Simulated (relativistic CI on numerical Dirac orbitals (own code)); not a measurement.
**Sr7+: computed level list**

Computed by Dirac-Coulomb-Breit CI, KLI orbitals optimised for each configuration, model QED (radiative potential, 1s self-energy scaled to tabulated hydrogen-like ionisation energies), valence Slater integrals scaled by 0.9, P86 correlation estimate, and configurations built on the next ion tied to the tabulated ionisation energy (semi-empirical) (own radial code, finite nucleus).

CI space (outside the closed core [Ar] 3d10): 4s2 4p, 4s2 4d, 4s2 5s, 4s2 5p, 4s2 5d, 4s2 6s, 4s2 4f, 4s2 5f, 4s 4p2, 4p3, 4s 4p 4d, 4p 4d2, 4s 4p 4f, 4p2 4d, 4s 4d2, 4p2 5s, 4s 4p 5s, 4p 4f2, 4p2 5p, 4s 4d 5s, 4p2 4f, 4s 4p 5p, 4s2 6p, 4s 4d 5p. Levels of other configurations are missing.

| No. | Configuration | Term | J | E (eV) | % | Next component (%) | Landé g |
| --- | --- | --- | --- | --- | --- | --- | --- |
| 41 | 4s 4p 4d‡ | 2D° | 3/2 | 62.7310 | 79 | 9 2P° | 0.854 |
| 42 | 4s 4p 4d‡ | 2P° | 3/2 | 62.9134 | 91 | 3 2D° | 1.318 |
| 43 | 4s 4p 4d‡ | 2D° | 5/2 | 62.9372 | 88 | 8 4p3 2D° | 1.197 |
| 44 | 4s2 4f | 2F° | 7/2 | 65.9189 | 58 | 39 4s 4p 4d 2F° | 1.143 |
| 45 | 4s2 4f | 2F° | 5/2 | 66.0387 | 56 | 41 4s 4p 4d 2F° | 0.857 |
| 46 | 4s 4p 5s‡ | 4P° | 1/2 | 69.3258 | 97 | 2 2P° | 2.631 |
| 47 | 4s 4p 5s‡ | 4P° | 3/2 | 69.8119 | 95 | 4 2P° | 1.718 |
| 48 | 4s 4p 5s‡ | 4P° | 5/2 | 70.9178 | 99 |  | 1.601 |
| 49 | 4s 4p 5s‡ | 2P° | 1/2 | 71.2222 | 97 | 2 4P° | 0.699 |
| 50 | 4s2 5d | 2D | 3/2 | 72.2652 | 98 | 2 4s 4p 5p 2D | 0.799 |
| 51 | 4s2 5d | 2D | 5/2 | 72.3483 | 98 | 2 4s 4p 5p 2D | 1.200 |
| 52 | 4s 4p 5s‡ | 2P° | 3/2 | 72.4082 | 94 | 4 4P° | 1.348 |
| 53 | 4p2(3P) 4d‡ | 4F | 3/2 | 73.2867 | 86 | 6 4s 4p 4f 4F | 0.452 |
| 54 | 4p2(1D) 4d‡ | 2F | 5/2 | 73.3886 | 83 | 7 4s 4d2 2F | 0.876 |
| 55 | 4p2(3P) 4d‡ | 4F | 5/2 | 73.6539 | 85 | 7 4D | 1.054 |
| 56 | 4p2(1D) 4d‡ | 2F | 7/2 | 73.9355 | 69 | 7 4D | 1.158 |
| 57 | 4p2(3P) 4d‡ | 4F | 7/2 | 74.1605 | 77 | 11 4D | 1.253 |
| 58 | 4p2(3P) 4d‡ | 4F | 9/2 | 74.6678 | 79 | 12 2G | 1.303 |
| 59 | 4p2(3P) 4d‡ | 4D | 3/2 | 74.8040 | 54 | 35 2P | 1.205 |
| 60 | 4p2(3P) 4d‡ | 4D | 1/2 | 74.8176 | 84 | 10 2P | 0.075 |
| 61 | 4p2(3P) 4d‡ | 4D | 5/2 | 75.3592 | 81 | 7 4F | 1.329 |
| 62 | 4p2(3P) 4d‡ | 2P | 3/2 | 75.5779 | 58 | 34 4D | 1.274 |
| 63 | 4p2(3P) 4d‡ | 4D | 7/2 | 75.9428 | 57 | 18 2G | 1.266 |
| 64 | 4p2(1D) 4d‡ | 2G | 7/2 | 76.1612 | 53 | 18 4D | 1.025 |
| 65 | 4p2(1D) 4d‡ | 2G | 9/2 | 76.6096 | 68 | 12 4F | 1.142 |
| 66 | 4p2(3P) 4d‡ | 2P | 1/2 | 76.6212 | 83 | 9 4D | 0.612 |
| 67 | 4s 4p 5p‡ | 4D | 1/2 | 77.1795 | 67 | 27 2P | 0.223 |
| 68 | 4s 4p 5p‡ | 4D | 3/2 | 77.6257 | 70 | 24 2P | 1.241 |
| 69 | 4s 4p 5p‡ | 2P | 3/2 | 78.1519 | 35 | 25 4P | 1.454 |
| 70 | 4s 4p 5p‡ | 2P | 1/2 | 78.2328 | 52 | 23 4P | 1.031 |
| 71 | 4s 4p 5p‡ | 4P | 1/2 | 78.3583 | 68 | 12 2P | 2.093 |
| 72 | 4s 4p 5p‡ | 4D | 5/2 | 78.3715 | 49 | 28 4p2 4d 2D | 1.332 |
| 73 | 4s 4p 5p‡ | 4D | 5/2 | 78.4218 | 40 | 34 4p2 4d 2D | 1.317 |
| 74 | 4s 4p 5s‡ | 2P° | 1/2 | 78.6567 | 95 | 3 4s2 6p 2P° | 0.671 |
| 75 | 4s 4p 5s‡ | 2P° | 3/2 | 78.7255 | 95 | 2 4s2 6p 2P° | 1.336 |
| 76 | 4p2(1D) 4d‡ | 2D | 3/2 | 78.7442 | 62 | 13 4P | 0.975 |
| 77 | 4s 4p 5p‡ | 4P | 3/2 | 78.9269 | 56 | 19 2P | 1.553 |
| 78 | 4p2(3P) 4d‡ | 4P | 5/2 | 78.9863 | 51 | 14 2F | 1.335 |
| 79 | 4s2 6s | 2S | 1/2 | 79.2701 | 97 | 2 4s 4p 5p 4P | 2.013 |
| 80 | 4s 4p 5p‡ | 4P | 5/2 | 79.4217 | 28 | 24 4p2 4d 2F | 1.173 |
| 81 | 4s 4p 5p‡ | 4D | 7/2 | 79.4286 | 96 | 1 4s 4p 4f 2F | 1.422 |
| 82 | 4p2(3P) 4d‡ | 4P | 3/2 | 79.4940 | 62 | 14 4s 4p 5p 4S | 1.571 |
| 83 | 4p2(3P) 4d‡ | 4P | 1/2 | 79.5128 | 87 | 6 2S | 2.559 |
| 84 | 4s 4p 4f‡ | 2F | 7/2 | 79.5973 | 46 | 45 4p2 4d 2F | 1.147 |
| 85 | 4s 4p 5p‡ | 4P | 5/2 | 79.6604 | 46 | 21 4p2 4d 4P | 1.435 |

Energies count from the lowest computed level; ° marks odd parity. Percentages are summed over parent terms; the parents shown are those of the largest component, closed shells are left out there. ‡ marks configurations that were not tied to measured data.

The mean weight of the leading LS term, summed over parents, in these 45 levels is 73 %, and that of the leading jj configuration (from the same eigenvectors) 61 %, so LS coupling describes them better.

Configurations that consist of the next ion and one excited electron were tied to the tabulated ionisation energy; Rydberg ones are usually within 1,000 to 3,000 cm⁻¹ and the lowest ones within about 6,000 (9,000 in d shells), while levels on excited terms of the next ion carry the error of that term, and the other configurations can be misplaced by 10,000 cm⁻¹ or more. Rates follow the energies as ν³ (E1, M1) or ν⁵ (E2), so rates, branching and lifetimes can be off by large factors. 9 of the 9 excited levels that our extract of the measured tables holds in this range could be paired (the sources list more); they are missed by 1327 cm⁻¹ on average and 2064 at most, and levels without a partner can miss by more.

LS names give the leading component of a level, which can be under half, so a name can repeat, a term be missing and a line seem to break the LS rules.
